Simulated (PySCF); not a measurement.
Nd2(OH)6: from a saddle point downhill

PySCF 2.14.0, RKS BP86, Nd lcecp-1-SVP with ECP49, O def2-SVP, H def2-SVP; non-relativistic Hamiltonian with scalar-relativistic core potentials where named; density fitting; no spin-orbit coupling. Relaxed within the symmetry of its start, the geometry (D2h) is

```xyz
14

Nd    0.0000    0.0000    1.8554
Nd    0.0000    0.0000   -1.8554
O     1.4522    0.0000    0.0000
H     2.4264    0.0000    0.0000
O    -1.4522    0.0000    0.0000
H    -2.4264    0.0000    0.0000
O     0.0000    1.8050    2.9561
H     0.0000    2.5962    3.5142
O     0.0000   -1.8050    2.9561
H     0.0000   -2.5962    3.5142
O     0.0000    1.8050   -2.9561
H     0.0000    2.5962   -3.5142
O     0.0000   -1.8050   -2.9561
H     0.0000   -2.5962   -3.5142
```

and its lowest harmonic modes are -76, -11, 28, 47, 52, 53 cm⁻¹ (negative: unstable). It was moved along the lowest mode and relaxed again, within the group C2h that the move left.

**Question.** Where does it end, and how much lower?

**Answer.** In C2h, 0.008 eV lower, after 13 steps:
```xyz
14

Nd    0.0000    0.0000    1.8573
Nd    0.0000    0.0000   -1.8573
O     1.4466   -0.1148    0.0000
H     2.3243   -0.5402    0.0000
O    -1.4466    0.1148    0.0000
H    -2.3243    0.5402    0.0000
O    -0.1155    1.8086    2.9487
H    -0.1185    2.6019    3.5039
O     0.1155   -1.8086    2.9487
H     0.1185   -2.6019    3.5039
O    -0.1155    1.8086   -2.9487
H    -0.1185    2.6019   -3.5039
O     0.1155   -1.8086   -2.9487
H     0.1185   -2.6019   -3.5039
```

**Question.** How do the contacts change?

**Answer.** 
| contact | saddle (Å) | end (Å) |
| --- | --- | --- |
| Nd2–O3 (OH) | 2.356 | 2.357 |
| Nd2–O5 (OH) | 2.356 | 2.357 |
| Nd1–O7 (OH) | 2.114 | 2.116 |
| Nd1–O9 (OH) | 2.114 | 2.116 |
| Nd2–O11 (OH) | 2.114 | 2.116 |
| Nd2–O13 (OH) | 2.114 | 2.116 |
| Nd1–O3 (OH) | 2.356 | 2.357 |
| Nd1–O5 (OH) | 2.356 | 2.357 |


**Question.** Is the end a minimum?

**Answer.** Yes, as far as the noise of the softest modes lets one tell (those above −25 cm⁻¹ count as noise); lowest modes -6, 41, 42, 64, 74, 85 cm⁻¹.

An lcecp potential fixes the number of 4f electrons, so in runs with it no electron can move into or out of that shell.

State: singlet in the valence, with the 4f electrons in the core potential.
